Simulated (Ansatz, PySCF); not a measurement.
Gas-phase reaction (SMILES): C[SiH2]B(O)O → [CH2][SiH2]B(O)O + H atom; the C-H bond at the site shown breaks (other sites are not compared here).

Each molecule is optimised on its own at B3LYP-D3(BJ)/def2-TZVP (Ansatz, an electronic-structure program), one conformer each, not searched for the lowest. Cores are frozen in the correlated levels unless marked. UHF or UKS for open shells. Spin-orbit coupling is left out. No relativistic terms. CBS marks a two-point X^-3 extrapolation of the correlation energy; Hartree-Fock from the larger set. Thermal terms are rigid-rotor harmonic-oscillator values from B3LYP-D3(BJ) frequencies (Ansatz or PySCF) at 298.15 K and 1 atm. 1 Eh = 627.5095 kcal/mol. Atoms have translation alone.

| species | E, CCSD(T)/CBS(cc-pV(T+d)Z,cc-pV(Q+d)Z) (Ansatz) (Eh) | E, r2SCAN-D4/def2-TZVPD (Ansatz + dftd4) (Eh) | H - E (Eh) |
|---|---|---|---|
| C[SiH2]B(O)O | -506.58292 | -507.17602 | 0.09613 |
| [CH2][SiH2]B(O)O | -505.91166 | -506.51337 | 0.08258 |
| H atom | -0.49995 | -0.49993 | 0.00236 |

Task: Work out ΔE and ΔH at 298.15 K at the first level, then ΔH at the second.

Result: 
1. ΔE = [(-505.91166) + (-0.49995)] - [(-506.58292)] = 0.17131 Eh = 107.5 kcal/mol at CCSD(T)/CBS(cc-pV(T+d)Z,cc-pV(Q+d)Z).
2. The terms H - E add up to -0.01119 Eh, so ΔH = (0.17131 + (-0.01119))×627.5095 = 100.5 kcal/mol.
3. At r2SCAN-D4/def2-TZVPD the same steps give ΔE = 102.1 and ΔH = 95.1 kcal/mol, a shift of -5.4 from the first level.
4. These values are not checked against measurement here, since the tables used lack a sound gas-phase enthalpy of formation for at least one species.
